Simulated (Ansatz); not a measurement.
H5NSSi2Zn can be A, `S[Si]1([ZnH])N[SiH2]1`, or B, `N1[SiH2][S][Zn][SiH2]1`.

Program: Ansatz. Geometries: PBE0-D4/def2-TZVP. ΔE: electronic, gas phase. CBS: MP2 limit from def2 TZ/QZ plus the TZ coupled-cluster correction, frozen cores. Functionals use def2-TZVPP. B3LYP here is the variant with VWN-RPA as its local correlation; programs differ in this. For Zn outer-core shells are correlated without core-valence functions, which leaves a few kJ/mol of doubt a bond. Scalar relativity is left out up to krypton. Each species was taken in one conformer, which may not be the lowest.

Which is lower in electronic energy at CCSD(T)/CBS, and by how much? (An estimate is asked.)

Computed: B, by 194.7 kJ/mol.

Give E(B) − E(A) in kJ/mol with CCSD(T)/def2-TZVPP, ωB97M-V, PBE0-D4, CCSD(T)/def2-SVP, PBE-D4, CCSD/def2-TZVPP, B3LYP-D4. (Estimate.)

The calculation gave: CCSD(T)/def2-TZVPP -185.9, ωB97M-V -187.2, PBE0-D4 -176.6, CCSD(T)/def2-SVP -188.3, PBE-D4 -161.3, CCSD/def2-TZVPP -188.8, B3LYP-D4 -180.3. None reverses the order clearly.

Does the order hold for the free energy at 298.15 K (harmonic terms from PBE0-D4)? (Estimate.)

Ansatz gave: Yes: G(B) − G(A) = -183.8 kJ/mol, for one conformer each. Modes under 60 cm⁻¹, often nearly free rotors, make the harmonic entropy too high.

Largest T1 diagnostic: 0.015.

Leaving LDA and LC-ωPBE aside and taking each functional with its dispersion term where it has one, the values, not all of them listed here, spread over 37.6 kJ/mol, from BHLYP-D4 to PBE-D4. LDA lies −11.1 kJ/mol from PBE without D4. At CCSD(T), def2-SVP lies +6.4 kJ/mol from the extrapolated value and def2-TZVPP +8.9 kJ/mol.
